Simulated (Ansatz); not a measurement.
Consider the hydrogenolysis of a C–Sn bond: `N[CH2][SnH3]` + H₂ → CH₃NH₂ + `[SnH4]`.

Computed with Ansatz on PBE0-D4/def2-TZVP structures; ΔE is electronic, products minus reactants. CCSD(T)/CBS is the MP2 limit (def2-TZVPP, def2-QZVPP) plus CCSD(T) − MP2 in def2-TZVPP, frozen cores. This one scheme is used for every species. DFT in def2-TZVPP. HSE06 is defined as in plane-wave codes. def2 core potentials past Kr. For Sn outer-core shells are correlated without core-valence functions, which leaves a few kJ/mol of doubt a bond. Each species was taken in one conformer, which may not be the lowest.

CCSD(T)/CBS gives -44.0 kJ/mol.

(1) Another level gave -58.1 kJ/mol. Which?
A. BLYP-D4/def2-TZVPP
B. HSE06-D4/def2-TZVPP
C. HF/def2-TZVPP
D. BLYP/def2-TZVPP

Largest T1 diagnostic among the species: 0.013.

Answers

(1) D. BLYP -58.1, HSE06-D4 -53.2, BLYP-D4 -45.9, HF/def2-TZVPP -80.7 kJ/mol.

At CCSD(T), def2-SVP lies −19.8 kJ/mol from the extrapolated value and def2-TZVPP −6.4 kJ/mol. In def2-TZVPP, CCSD(T) changes the Hartree–Fock value by +30.2 kJ/mol (the triples alone add +5.6 kJ/mol) and MP2 by +38.7 kJ/mol.
